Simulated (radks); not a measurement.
Task: These are the eigenvalues of the occupied orbitals of an atom or ion with whole-number occupations (eV). All-electron calculation, scalar-relativistic Kohn-Sham, BLYP, spin-polarised, spherical densities, finite nucleus; Fermi nuclear charge, rms radius of each element as measured or else 0.836 A^(1/3) + 0.57 fm. Program: a radial shooting solver on a logarithmic mesh with Libxc functionals.

orbital  eigenvalue
1s up     -86251.71
1s down   -86251.65
2s up     -17779.37
2s down   -17774.88
2p up     -15764.01
2p down   -15760.34
3s up     -6345.615
3s down   -6340.429
3p up     -5757.800
3p down   -5752.637
3d up     -5175.814
3d down   -5169.437

Which element is it, and in what charge state? The configuration may be excited. Open shells, if any, are filled with parallel spins first.

Result: Z = 80, mercury, charge +53: Hg53+ in [Ar] 3d9. The list shows which subshells hold electrons but not how many an open one holds; the 1s level, -3169.7 hartree, gives Z - s = 79.6 by -(Z - s)^2/2, which with screening and relativity narrows Z to a few neighbours, and the depths of the outer levels then fix element, charge and occupations together.
